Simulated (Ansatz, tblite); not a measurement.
Spin states of the cluster W₂S₄⁻ (the lowest doublet isomer of a short search), each relaxed with PBE-D4/def2-SVPD in Ansatz. Electronic energies in the gas phase.

In the def2 sets W takes a core potential; there is no spin–orbit coupling. The xTB rows come from tblite. The structure comes from a short search, and lower isomers may exist.

Doublet geometry (Cs within 0.1 Å):

```csv
atom,x (Å),y (Å),z (Å)
W1,-0.363,0.959,0.653
W2,-0.238,-1.107,-0.445
S3,1.300,2.355,0.300
S4,-0.018,-1.022,1.921
S5,1.531,-1.436,-1.709
S6,-2.212,0.252,-0.720
```

Quartet geometry (C2v within 0.1 Å):

Cartesian coordinates in Å:
```
W 0.857 -0.446 0.849
W -0.597 -0.083 -1.136
S 0.785 0.895 2.579
S 1.774 0.064 -1.288
S -2.005 1.592 -1.230
S -0.814 -2.023 0.227
```

⟨S²⟩: doublet 0.90 at PBE0-D4/def2-TZVPD (pure 0.75), quartet 3.79 at PBE0-D4/def2-TZVPD (pure 3.75).

Run but left out: HF/def2-TZVPD, BHLYP-D4/def2-TZVPD, MP2/def2-TZVPD (doublet: ⟨S²⟩ 1.23 to 2.56, where a pure state has 0.75).

Only these spin states were relaxed. Higher spins weren't run and may lie lower.

```csv
level,quartet − doublet (kcal/mol),lowest of these,remarks
GFN2-xTB,4.9,doublet,–
PBE0-D4/def2-TZVPD,5.1,doublet,spin-contaminated (⟨S²⟩ 0.90) (doublet)
CAM-B3LYP-D4/def2-TZVPD,2.9,doublet,spin-contaminated (⟨S²⟩ 1.03) (doublet)
```

(1) Estimate the rows for GFN1-xTB, PBE-D4/def2-TZVPD, r2SCAN-D4/def2-TZVPD.

## Answers

(1) 
```csv
level,quartet − doublet (kcal/mol),lowest of these,remarks
GFN1-xTB,-2.0,quartet,–
PBE-D4/def2-TZVPD,10.3,doublet,–
r2SCAN-D4/def2-TZVPD,3.8,doublet,spin-contaminated (⟨S²⟩ 0.94) (doublet)
```

The xTB methods have no spin-polarisation term.
